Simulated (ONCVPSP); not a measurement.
Before and after: ONCV potential for zirconium (Zr)

* Element: zirconium (Zr)
* Generator: ONCVPSP 4.0.1
* Type: optimised norm-conserving Vanderbilt (ONCV)
* Functional: PBE
* Relativity: scalar-relativistic
* Frozen core: [Ar] 3d10
* Valence charge: 12
* Reference configuration: 4s2 4p6 4d3 5s1
* Partial waves: 4s+5s: rc 2.25 bohr, ncon 5, nbas 9, qcut 5.7 1/bohr, 2 projectors; 4p: rc 1.55 bohr, ncon 4, nbas 7, qcut 6.4 1/bohr, 2 projectors, debl 3.1 Ha; 4d: rc 2.90 bohr, ncon 3, nbas 8, qcut 4.7 1/bohr, 2 projectors, debl 3.2 Ha
* Local potential: polynomial inside 1.40 bohr (lpopt 5, dvloc0 0 Ha)
* Core correction: Teter function fitted to the true core (icmod 2), fcfact 0.6

Change: all radii but the core radius scaled by about 1.05 (s 2.36, p 1.62, d 3.04 bohr); local potential polynomial inside 1.46 bohr (lpopt 5, dvloc0 0 Ha).

Cutoffs: the cutoffs (Ha) at which the residual kinetic energy of the hardest occupied pseudo-wave falls to 1 and 0.1 mHa per electron; they do not see the model core or the augmentation charge, which bear on the density cutoff. Errors are all-electron minus pseudo energies relative to the spin-unpolarised reference configuration.

Problem. Predict the effect on cutoff, ghosts and configuration errors.

Solution. The potential gets softer (18 Ha and 49 Ha → 16 Ha and 30 Ha); of the 4 tests that both files solve, the error grows in 3 and shrinks in 0 by more than 15 % and 0.3 meV (median size 8.9 → 10.7 meV); neither file shows a bound ghost. A larger radius leaves more room for a smooth pseudo-wave, so fewer plane waves are needed. More of the atom is replaced by a form fitted at one configuration, so other configurations suffer.

| quantity | base | changed |
| --- | --- | --- |
| cutoff, loose | 18 Ha | 16 Ha |
| cutoff, tight | 49 Ha | 30 Ha |
| loose cutoff by channel | s 11 Ha, p 18 Ha, d 8.2 Ha | s 10 Ha, p 16 Ha, d 8.0 Ha |
| bound ghosts | none | none |
| GHOST(+) flags under 300 eV | s at 125.0 eV | none |
| error for 4s2 4p6 4d2 5s2, meV [ΔE -1.20 eV] | +21 | +25 |
| error for 4s2 4p6 4d2 5s1, meV [ΔE 5.94 eV] | +12 | +15 |
| error for 4s2 4p6 4d2 5s0, meV [ΔE 18.88 eV] | -5.6 | -6.5 |
| error for 4s2 4p6 4d3 5s0, meV [ΔE 6.33 eV] | -1.1 | -1.4 |
| rms error of d²Exc/dni dnj with the model core, mHa | 1.41 | 1.54 |
